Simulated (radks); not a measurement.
Spherical quantum dot in the effective-mass picture: electrons in a parabolic well V = omega^2 r^2 / 2 with omega = 0.294, all in effective atomic units (hartree* = m*/eps^2 hartree, bohr* = eps/m* bohr), one dielectric constant everywhere. Method: non-relativistic Kohn-Sham, PBEsol, spin-polarised, spherical densities; computed with a radial shooting solver with Libxc functionals. Levels are named by radial order and angular momentum (1s, 1p, 1d, 2s, ...), and open shells are averaged over m.

N = 10, configuration 1s2 1p6 1d(up 2, down 0). This is the lowest configuration that the search found. Occupied and some empty levels:

level    occupation  eigenvalue (hartree*)  <r> (bohr*)
1s up             1                 2.8216        3.232
1s down           1                 2.8345        3.137
1p up             3                 2.9455        3.882
1p down           3                 2.9660        3.832
1d up             2                 3.0973        4.344
1d down           0                 3.1217        4.323
2s up             0                 3.1595        3.642
2s down           0                 3.1722        3.679
1f up             0                 3.2715        4.721
1f down           0                 3.2975        4.720
2p up             0                 3.3540        4.174
2p down           0                 3.3680        4.192

Energy (hartree*): total 18.4907, kinetic 2.0270, external 6.9013, Hartree 11.752, exchange-correlation -2.1892.
